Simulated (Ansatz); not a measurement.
# Cost against result

The pair of Cu⁺ (SMILES [Cu+], atom 1) and CH₃Cl (SMILES CCl, atoms 2–6), both closed shells, in one local arrangement (a lower one may exist), relaxed at PBE0-D4/def2-TZVP:

```
atom    x (Å)    y (Å)    z (Å)
 Cu1  -0.3286   1.9451  -1.7680
  C2   0.1483  -0.5459   0.3550
 Cl3  -0.6593   1.0738   0.2269
  H4  -0.2975  -1.1983  -0.3890
  H5  -0.0763  -0.8773   1.3655
  H6   1.2135  -0.3976   0.2094
```

Interaction energies are counterpoise-corrected; the time is that of the whole pair.

Program: Ansatz 0.2.0. Basis: as named in each row. Cores are frozen in the correlated methods. The 3s and 3p shells of Cu and Zn are frozen; filled d shells are correlated. B3LYP uses VWN-RPA correlation. Extrapolation: Hartree–Fock as exp(−7.88 √X), correlation as X^−2.97.

Times are rough, for one single point on 4 threads of a shared host (Arm Neoverse V1).

The estimate by CCSD(T) at an estimated basis limit (MP2 extrapolated from triple and quadruple zeta, plus CCSD(T) − MP2 in triple zeta) is -153.1 kJ/mol.

```json
{"method": "SPW92", "basis": "def2-SVP", "time (s)": "under 1", "interaction energy (kJ/mol)": "-210.1", "method less estimate": "-57.0"}
{"method": "HF", "basis": "STO-3G", "time (s)": "under 1", "interaction energy (kJ/mol)": "26.7", "method less estimate": "179.8"}
{"method": "B3LYP-D4", "basis": "6-31G", "time (s)": "under 1", "interaction energy (kJ/mol)": "-144.6", "method less estimate": "8.5"}
{"method": "PBE-D4", "basis": "def2-SVP", "time (s)": "under 1", "interaction energy (kJ/mol)": "-172.3", "method less estimate": "-19.2"}
{"method": "PBE0-D4", "basis": "def2-SVP", "time (s)": "under 1", "interaction energy (kJ/mol)": "-151.5", "method less estimate": "1.7"}
{"method": "CCSD(T)", "basis": "def2-SVP", "time (s)": "1", "interaction energy (kJ/mol)": "-109.4", "method less estimate": "43.8"}
{"method": "PBE-D4", "basis": "def2-TZVPPD", "time (s)": "2", "interaction energy (kJ/mol)": "-193.3", "method less estimate": "-40.2"}
{"method": "revPBE-D4", "basis": "def2-TZVPPD", "time (s)": "2", "interaction energy (kJ/mol)": "-177.2", "method less estimate": "-24.1"}
{"method": "BLYP-D4", "basis": "def2-TZVPPD", "time (s)": "2", "interaction energy (kJ/mol)": "-188.9", "method less estimate": "-35.8"}
{"method": "PBE0-D4", "basis": "def2-TZVPPD", "time (s)": "2", "interaction energy (kJ/mol)": "-167.9", "method less estimate": "-14.8"}
{"method": "HSE06-D4", "basis": "def2-TZVPPD", "time (s)": "2", "interaction energy (kJ/mol)": "-167.5", "method less estimate": "-14.4"}
{"method": "B3LYP-D4", "basis": "def2-TZVPPD", "time (s)": "2", "interaction energy (kJ/mol)": "-170.9", "method less estimate": "-17.8"}
{"method": "r2SCAN-D4", "basis": "def2-TZVPPD", "time (s)": "4", "interaction energy (kJ/mol)": "-192.1", "method less estimate": "-39.0"}
{"method": "wB97M-V", "basis": "def2-SVP", "time (s)": "4", "interaction energy (kJ/mol)": "-147.1", "method less estimate": "6.0"}
{"method": "B2PLYP", "basis": "def2-TZVPPD", "time (s)": "5", "interaction energy (kJ/mol)": "-156.4", "method less estimate": "-3.3"}
{"method": "wB97X-V", "basis": "def2-TZVPPD", "time (s)": "6", "interaction energy (kJ/mol)": "-158.8", "method less estimate": "-5.7"}
{"method": "wB97M-V", "basis": "def2-TZVPPD", "time (s)": "8", "interaction energy (kJ/mol)": "-157.8", "method less estimate": "-4.7"}
{"method": "B97M-V", "basis": "def2-TZVPPD", "time (s)": "8", "interaction energy (kJ/mol)": "-184.4", "method less estimate": "-31.3"}
{"method": "PBE-D4", "basis": "STO-3G", "time (s)": "9", "interaction energy (kJ/mol)": "-119.2", "method less estimate": "33.9"}
{"method": "MP2", "basis": "def2-QZVPPD", "time (s)": "10", "interaction energy (kJ/mol)": "-153.7", "method less estimate": "-0.5"}
{"method": "CCSD(T)", "basis": "def2-TZVPPD", "time (s)": "46", "interaction energy (kJ/mol)": "-134.7", "method less estimate": "18.4"}
```

No T1 diagnostic of these runs exceeds 0.018.
